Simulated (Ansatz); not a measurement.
Two isomers of C2H7NOSi: A = `N[Si]1(O)CC1`, B = `CN[SiH2]C=O`.

Gas-phase electronic energies from Ansatz, PBE0-D4/def2-TZVP geometries. CCSD(T)/CBS is the MP2 limit (def2-TZVPP, def2-QZVPP) plus CCSD(T) − MP2 in def2-TZVPP, frozen cores. DFT in def2-TZVPP. B3LYP here is the variant with VWN-RPA as its local correlation; programs differ in this. Each species was taken in one conformer, which may not be the lowest.

Which is lower in electronic energy at CCSD(T)/CBS, and by how much? (An estimate is asked.)

Ansatz gave: A, by 173.1 kJ/mol.

Give E(B) − E(A) in kJ/mol with CCSD/def2-TZVPP, B3LYP-D4, B3LYP, r2SCAN-D4, PBE-D4, ωB97M-V, CCSD(T)/def2-TZVPP. (Estimate.)

Computed: CCSD/def2-TZVPP 165.5, B3LYP-D4 151.0, B3LYP 149.6, r2SCAN-D4 177.0, PBE-D4 160.5, ωB97M-V 173.0, CCSD(T)/def2-TZVPP 165.3. None reverses the order clearly.

Largest T1 diagnostic: 0.013.

From PBE to PBE0 (25 % exact exchange), in def2-TZVPP and without D4, E(B) − E(A) moves by +14.1 kJ/mol. In def2-TZVPP, CCSD(T) changes the Hartree–Fock value by +28.5 kJ/mol (the triples alone add −0.2 kJ/mol) and MP2 by +48.4 kJ/mol.
